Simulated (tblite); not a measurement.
`C(C[Si@H](C(F)F)S)#CC`. Computed geometry: GFN2-xTB, gas phase.

```
atom  x, y, z in Å
C1     3.3215   -0.6931    0.8630
C2     2.1111   -0.5888    0.0768
C3     1.1152   -0.5145   -0.5860
C4    -0.0938   -0.4134   -1.3759
Si5   -1.2799    0.8908   -0.6623
S6    -3.0216    1.0384   -1.9065
C7    -1.8368    0.2721    1.0905
F8    -2.4059   -0.9620    1.0240
F9    -2.7930    1.0970    1.6077
H10    3.5478   -1.7401    1.0628
H11    3.1983   -0.1709    1.8118
H12    4.1567   -0.2492    0.3217
H13    0.1682   -0.1513   -2.4030
H14   -0.5841   -1.3916   -1.4058
H15   -0.6899    2.2086   -0.4391
H16   -3.8939    1.1641   -0.9180
H17   -1.0269    0.2159    1.8283
```

(1) Where is the centre of mass (commonest isotopes), and what is the radius of gyration?

(2) What is the longest distance between nuclei?

(3) What are the angles C2–C1–H12, C1–C2–C3, C3–C4–H13, C7–Si5–H15, Si5–C7–H17?

(4) Give the dihedral angles C4–Si5–S6–H16, H14–C4–Si5–S6, C3–C4–Si5–S6, S6–Si5–C7–F9, S6–Si5–C7–H17.

(5) How far are the heavy atoms from their best plane (unweighted least squares)?

Answers

(1) Mass 166.008 u; centre at (-1.029, 0.225, -0.174) Å; Rg = √(Σ m r²/M) = 2.568 Å. As Ia + Ib + Ic = 2 Σ m r², the three principal moments sum to 2189.3 u·Å².

(2) H12···H16, 8.27 Å; the next longest distance is 8.23 Å.

(3) From the scalar product of the two bond vectors; for C2–C1–H12 it is -0.5391 Å² over 1.4471 × 1.0898 Å², cos θ = -0.3418. C2–C1–H12 110.0°; C1–C2–C3 179.1°; C3–C4–H13 109.2°; C7–Si5–H15 105.4°; Si5–C7–H17 114.3°.

(4) C4–Si5–S6–H16 140° (anticlinal); H14–C4–Si5–S6 -61° (synclinal); C3–C4–Si5–S6 178° (antiperiplanar); S6–Si5–C7–F9 -56° (synclinal); S6–Si5–C7–H17 -177° (antiperiplanar). Dihedral signs follow IUPAC: positive where, seen along the central bond, the front bond turns clockwise onto the rear one.

(5) 0.562 Å rms; C1 0.34, C2 0.05, C3 0.20, C4 0.49, Si5 0.58, S6 0.16, C7 0.08, F8 1.25, F9 0.72 Å (magnitudes).

Its GFN2-xTB frequencies are all real (lowest 15 cm⁻¹). One conformer, not necessarily the lowest. 3 starts were optimised and ended at 0.00, 0.02 and 0.51 kcal/mol (GFN2-xTB); the lowest of these is shown.
